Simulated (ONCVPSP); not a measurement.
# Transferability test, ONCV potential for Ni (Z = 28)

ONCVPSP 4.0.1 input, shortened (lines: element, Z, core and valence counts, functional; n l f; lmax; l rc ep ncon nbas qcut; lloc lpopt rc5 dvloc0; l nproj debl; icmod fcfact rcfact), LDA (Perdew-Wang 92), scalar-relativistic:

```
  Ni 28.00    3    4  -001012      upf
    1    0    2.00
    2    0    2.00
    2    1    6.00
    3    0    2.00
    3    1    6.00
    3    2    8.00
    4    0    2.00
    2
    0    1.35    0.00    4    7    9.10
    1    0.75    0.00    3    7   12.30
    2    1.30    0.00    3    8   10.30
    4    3    0.50    0.00
    0    2    2.90
    1    2    3.80
    2    2    2.30
    4    0.40    0.00
```

Energies are relative to the spin-unpolarised reference configuration 3s2 3p6 3d8 4s2; without spin polarisation the order of configurations can differ from experiment.

```tsv
valence configuration	charge	ΔE all-electron (eV)	error AE − PS (meV)
3s2 3p6 3d8 4s1	+1	9.594	+0.5
3s2 3p6 3d8 4s0	+2	27.247	+4.6
```

Question: What are ΔE and the potential's error for 3s2 3p6 3d7 4s0?

Answer: ΔE = 65.051 eV all-electron; the error (AE − PS) is +7.8 meV.

Question: What are ΔE and the potential's error for 3s2 3p6 3d8 4s0 4p2?

Answer: ΔE = 9.676 eV all-electron; the error (AE − PS) is -0.1 meV.

Levels in the configuration 3s2 3p6 3d8 4s0 4p2:

| level | all-electron (eV) | pseudo (eV) |
| --- | --- | --- |
| 3s | -114.134 | -114.169 |
| 3p | -74.898 | -74.910 |
| 3d | -12.670 | -12.689 |
| 4p | -2.940 | -2.939 |
